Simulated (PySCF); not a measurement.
PySCF was given this input:
```python
from pyscf import gto, scf, dft

mol = gto.M(
    atom='''
C     0.252094    0.385150    1.246407
Si    1.345512   -0.266337   -0.189850
C    -0.253626   -0.395265   -1.242925
Si   -1.344790    0.271105    0.188208
H     0.499997    1.387923    1.584982
H     0.250765   -0.244754    2.132407
H     2.328275    0.697745   -0.691746
H     2.007125   -1.546267    0.077003
H    -0.256489    0.220533   -2.138708
H    -0.500352   -1.403859   -1.564856
H    -1.986513    1.559711   -0.085405
H    -2.343726   -0.677097    0.688412
''',
    basis='sto-3g',
    charge=0,
    spin=0,
    verbose=4,
)

mf = dft.RKS(mol)
mf.xc = 'camb3lyp'
mf.kernel()
```

Problem. Give the nuclear repulsion energy at the level CAMB3LYP/STO-3G (PySCF).

Solution. 217.2203 Eh

Problem. Predict the total energy from CAMB3LYP/STO-3G.

Solution. -652.2845 Eh

Problem. What is the computed HOMO energy (CAMB3LYP/STO-3G)?

Solution. -7.04 eV

Problem. Predict the number of basis functions from CAMB3LYP/STO-3G.

Solution. 36

Problem. Give the HOMO-LUMO gap at the level CAMB3LYP/STO-3G.

Solution. 14.95 eV

Problem. Give the Mulliken (on the basis functions themselves) charges in atom order at the level CAMB3LYP/STO-3G.

Solution. C1 -0.46, Si2 0.62, C3 -0.46, Si4 0.62, H5 0.06, H6 0.06, H7 -0.13, H8 -0.13, H9 0.06, H10 0.06, H11 -0.13, H12 -0.13
